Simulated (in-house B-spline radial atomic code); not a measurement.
Configurations of Ga2+, with energies counted from [Ar] 3d10 4s1. Method: scalar-relativistic (X2C) B3LYP, spin-polarised, spherical fractional occupations, exact exchange averaged over the configuration, Fermi nucleus of rms radius 3.9973 fm. Calculated with a radial B-spline atomic code at the basis-set limit. Shells without spins written out take the highest spin.

Occupations are held fixed; configurations that lie above the ionisation limit could autoionise.

```
            configuration  E - E(ref) (eV)  highest orbital  its <r> (bohr)
             [Ar] 3d9 4s2             15.9          4s down           2.005
            [Ar] 3d10 5f1           26.366            5f up           9.924
         [Ar] 3d9 4s1 4d1           35.222            4d up           3.456
         [Ar] 3d9 4s1 4f1            41.38            4f up           5.627
[Ne] 3s2 3p5 3d10 4s1 4p1              106            4p up            2.31
[Ne] 3s2 3p5 3d10 4s1 5f1            126.5            5f up           9.666
```

Task: Order these further configurations by energy, lowest first.
A. [Ar] 3d9 4s1 4p1
B. [Ar] 3d10 4p1
C. [Ne] 3s2 3p5 3d10 4s1 4d1
D. [Ar] 3d10 5p1
E. [Ar] 3d10 5d1

Result: B (8.3844 eV), D (20.261 eV), A (23.582 eV), E (23.85 eV), C (117.68 eV).

Task: How far above the reference does [Ne] 3s2 3p5 3d10 4s1 5p1 lie?

Result: 120.11 eV; its least bound orbital is 5p up with <r> = 5.101 bohr.
